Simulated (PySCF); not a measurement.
C4H9FOSi.
Atom-mapped SMILES: `[F:1][C@H:2]1[CH2:3][SiH2:4][CH2:5][CH2:6][O:7]1` (hydrogens: H8 on C2; H9, H10 on C3; H11, H12 on Si4; H13, H14 on C5; H15, H16 on C6)

The closed-shell ground state was solved at several levels (PySCF, density fitting, gas phase, non-relativistic). The structure is a single GFN2-xTB conformer in the gas phase; no vibrational or solvent corrections.

```csv
level,basis functions,HOMO (eV),LUMO (eV),gap (eV),dipole (D)
PBE0/pcSseg-1,171,-7.87,0.91,8.78,1.60
PBE0/def2-SVPD,222,-7.95,0.47,8.42,1.64
```

Task: What might B3LYP/def2-SVPD (222 basis functions) give for the same quantities?

Result: HOMO -7.72 eV, LUMO 0.20 eV, gap 7.92 eV, dipole 1.67 D.

Task: Over all these levels, which gives the widest orbital gap and which the narrowest?

Result: PBE0/pcSseg-1 (global hybrid, 25 % exact exchange) has the widest, 8.78 eV, and B3LYP/def2-SVPD (global hybrid, 20 % exact exchange) the narrowest, 7.92 eV. Functional and basis both differ between the two, so the spread mixes both effects.

Task: How far do the dipole and the HOMO energy spread over the levels?

Result: The dipole runs from 1.60 to 1.67 D (mean 1.64 D) and the HOMO from -7.95 to -7.72 eV.
